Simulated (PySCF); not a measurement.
C5H11O2 (doublet state).
SMILES with atom numbers: `[CH3:1][O:2][CH:3][O:4][CH:5]([CH3:6])[CH3:7]` (hydrogens: H8, H9, H10 on C1; H11 on C3; H12 on C5; H13, H14, H15 on C6; H16, H17, H18 on C7)

Geometry (GFN2-xTB, Å), atoms numbered from 1 in this order:
```xyz
18
C5H11O2 angstrom
C      2.7080    0.3112    0.2861
O      1.9087    1.4497    0.0696
C      0.8137    1.2638   -0.7383
O      0.2107    0.0496   -0.7749
C     -1.1262   -0.0300   -0.2566
C     -1.7267   -1.3325   -0.7664
C     -1.1161    0.0367    1.2695
H      3.4869    0.6134    0.9832
H      3.1587   -0.0309   -0.6514
H      2.1206   -0.5085    0.7098
H      0.1985    2.1534   -0.7776
H     -1.6958    0.8255   -0.6527
H     -1.1502   -2.1754   -0.3943
H     -2.7551   -1.4251   -0.4284
H     -1.7055   -1.3529   -1.8525
H     -0.6039   -0.8315    1.6783
H     -0.6003    0.9350    1.6037
H     -2.1348    0.0551    1.6478
```

The hyperfine couplings belong to this conformer and change with its torsions.

Computed with PySCF, UKS B3LYP, pcH-1 on C H O, non-relativistic, mean-field spin-orbit, GIAO. Isolated species at its GFN2-xTB geometry (one conformer only). Couplings are sensitive to structure, and on GFN2-xTB geometries they can be far from those on DFT ones. No stability test was run, so a lower SCF solution isn't excluded.

Computed for the main isotopes (class means, splittings of 0.05 mT or more): g = 2.0032; H11 1H -18.5 MHz (0.66 mT); H8/H9/H10 1H +7.6 MHz (0.27 mT); 8 first-order lines, 1.48 mT wide.

Task: What changes when 1H at H8/H9/H10 is replaced by 2H at all these sites?

Result: The spin density stays the same (vibrational effects aside), so a scales with the nuclear g factor: 0.85744/5.58569 = 0.1535, so a goes from +7.6 to +1.2 MHz (0.042 mT). The spin goes from 1/2 to 1, so the 1:3:3:1 quartet becomes a 1:3:6:7:6:3:1 septet. The spectrum then has 14 first-order lines over 0.91 mT, counting the new splitting although it is under 0.05 mT.

```tsv
offset from centre (mT)	relative intensity
-0.46	1
-0.41	3
-0.37	6
-0.33	7
-0.29	6
-0.25	3
-0.20	1
+0.20	1
+0.25	3
+0.29	6
+0.33	7
+0.37	6
+0.41	3
+0.46	1
```

Task: Give position and intensity of the satellites from 13C at C3.

Result: a = +273.4 MHz, or 9.75 mT in magnitude, and I = 1/2, so to first order each main line has two satellites, at ±4.88 mT. The isotope's abundance is about 1.07 %, shared among 2 lines, so each has 0.54 % of the main line's intensity. At 340 mT second-order shifts move them to lower field by up to 0.07 mT.

Task: Where do the 17O satellites of O4 appear, and how strong are they?

Result: a = -94.1 MHz, or 3.35 mT in magnitude, and I = 5/2, so to first order each main line has six satellites, at ±1.68, ±5.03, ±8.39 mT. The isotope's abundance is about 0.038 %, shared among 6 lines, so each has 0.0063 % of the main line's intensity. At 340 mT second-order shifts move them to lower field by up to 0.14 mT.

Task: Give position and intensity of the satellites from 13C at C5.

Result: a = +47.6 MHz, or 1.70 mT in magnitude, and I = 1/2, so to first order each main line has two satellites, at ±0.85 mT. The isotope's abundance is about 1.07 %, shared among 2 lines, so each has 0.54 % of the main line's intensity.

Means are taken over nuclei equivalent by connectivity, which assumes that they swap fast. The three 1H nuclei of mean +7.6 MHz run from -2.0 to 14.5 MHz in the frozen geometry.
